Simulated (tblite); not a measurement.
C3H10N2SSi2.
Z-matrix (Å and degrees, GFN2-xTB geometry), rows numbered from 1:
```
C 
S   1  1.8140
Si  2  2.1589  1   98.24
C   3  1.9233  2  102.25  1   179.93
C   4  1.4202  3  107.82  2  -178.30
N   5  1.1461  4  176.15  3    -7.10
Si  3  2.3189  2  113.42  1   -56.45
N   7  1.7139  3  105.28  2  -137.11
H   1  1.0860  2  109.76  3    58.69
H   1  1.0850  2  106.99  3   178.21
H   1  1.0856  2  109.50  3   -62.75
H   3  1.4746  2  104.76  1    70.81
H   4  1.0905  3  111.30  2   -58.06
H   4  1.0905  3  110.55  2    62.30
H   7  1.4684  3  115.04  2   -22.12
H   7  1.4783  3  109.16  2    97.01
H   8  1.0067  7  119.77  3   177.12
H   8  1.0082  7  120.93  3   -39.73
```

All values are computed: GFN2-xTB (tblite) harmonic vibrations without scaling, gas phase. Errors from tens to a few hundred cm⁻¹ against measured bands are possible. Modes of hydrogen on silicon can be 10 to 20 % off. One conformer, not necessarily the lowest.

Harmonic wavenumbers (cm⁻¹): 41.4, 47.4, 65.3, 85.4, 95.6, 119.4, 137.1, 164.2, 178.6, 217.9, 252.3, 373.3, 388.3, 444.9, 476.5, 518.6, 540.3, 573.2, 609.9, 646.5, 693.9, 714.8, 734.3, 752.9, 818.1, 833.5, 921.8, 951.7, 960.4, 1019.7, 1057.9, 1159.7, 1326.9, 1401.4, 1455.2, 1461.9, 1521.8, 2111.2, 2151.3, 2208.6, 2392.5, 2976.4, 2984.3, 3025.1, 3031.7, 3058.6, 3464.1, 3502.0.

A = 1610, B = 798.1, C = 571.9 MHz; mass 162.010 u (most abundant isotopes); point group C1, symmetry number 1.

Task: Zero-point energy?

Result: ½Σν̃ = 27334 cm⁻¹ = 326.98 kJ/mol.

Task: What is S at 400 K and 1 bar for an ideal gas of classical rigid rotors and harmonic oscillators?

Result: Translation 178.42, rotation 131.11, vibration 239.33: S = 548.9 J/(mol K).

Task: And Cp and H(400 K) − H(0)?

Result: Cp = 233.23 J/(mol K), of which vibrations give 199.97 (their classical limit is 48 R = 399.1); H(400 K) − H(0) = 59.36 kJ/mol without the zero-point energy, 46.05 from vibrations.

Task: How do the functions run with temperature in this model?

Result: 
| T (K) | S (J/(mol K)) | Cp (J/(mol K)) | H − H(0) (kJ/mol) | G − H(0) (kJ/mol) | ln q(vib) |
| --- | --- | --- | --- | --- | --- |
| 50 | 265.9 | 73.7 | 2.51 | -10.79 | 1.05 |
| 100 | 327.7 | 105.4 | 7.05 | -25.72 | 3.25 |
| 298.15 | 485.6 | 197.3 | 37.35 | -107.44 | 11.29 |
| 373.15 | 532.9 | 224.6 | 53.21 | -145.66 | 14.00 |
| 500 | 604.0 | 260.7 | 84.11 | -217.88 | 18.29 |
| 750 | 719.5 | 308.9 | 155.77 | -383.88 | 25.82 |
| 1000 | 813.1 | 341.0 | 237.26 | -575.83 | 32.36 |

q(vib) and H(0) count from the zero-point level.

Task: Blend soft modes into free rotors: weight 1/[1 + (100 cm⁻¹/ν̃)⁴] for the oscillator and the rest for a rotor with moment μB/(μ + B), μ = h/(8π²ν), B = 10⁻⁴⁴ kg m². What vibrational entropy results?

Result: 214.39 J/(mol K) in place of 239.33, which changes −T·S at 400 K by +9.98 kJ/mol.

Hindered rotation and anharmonicity are outside this model. Other conformers, if any are populated, would add a mixing term that is left out. The structure is chiral; the term R ln 2 for an equal mix with its mirror image is left out.
